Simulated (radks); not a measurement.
The numbers below are computed, except where a source is named.
Ionisation of Tm, [Xe] 4f13 6s2, to Tm+, [Xe] 4f13 6s1, under several functionals. Non-relativistic Kohn-Sham, spin-polarised, spherical densities, point nucleus; open shells are filled with parallel spins first (spin-orbit coupling, left out, can overturn this in heavy ions); a radial shooting solver on a logarithmic mesh with Libxc functionals.

| functional | E(Tm) (hartree) | Exc (hartree) | IE (eV) | -e(HOMO) (eV) | <r> HOMO (bohr) | IE error (eV) |
|---|---|---|---|---|---|---|
| exchange-only LDA | -12929.7877 | -258.4428 | 4.904 | 2.888 | 4.362 | -1.281 |
| exchange-only B88 | -12941.0139 | -269.7756 | 5.030 | 2.977 | 4.382 | -1.154 |
| Tao-Mo meta-GGA | -12942.4943 | -271.2734 | 5.613 | 3.559 | 4.325 | -0.571 |
| LDA (Slater exchange, Perdew-Wang correlation) | -12936.7644 | -265.5107 | 5.950 | 3.691 | 4.230 | -0.234 |
| PBE | -12943.9171 | -272.7229 | 5.771 | 3.568 | 4.292 | -0.413 |
| revTPSS | -12942.4091 | -271.1853 | 5.667 | 3.607 | 4.351 | -0.517 |
| PW91 | -12945.3018 | -274.1253 | 5.800 | 3.600 | 4.285 | -0.384 |
| LDA (Slater exchange, VWN5 correlation) | -12936.7935 | -265.5403 | 5.944 | 3.690 | 4.230 | -0.240 |
| MS2 meta-GGA | -12943.0856 | -271.8790 | 5.739 | 3.697 | 4.311 | -0.446 |
| AM05 | -12936.9465 | -265.6967 | 5.666 | 3.521 | 4.288 | -0.518 |

NIST Atomic Spectra Database: 6.184 eV (measured). Closest: LDA (Slater exchange, Perdew-Wang correlation). The Delta-SCF values span 1.05 eV, the total energies 15.51 hartree. The highest occupied level is 6s. Relativity is left out here, which matters for elements this heavy. Open shells are spherical and high-spin; term and fine-structure splittings are not resolved.
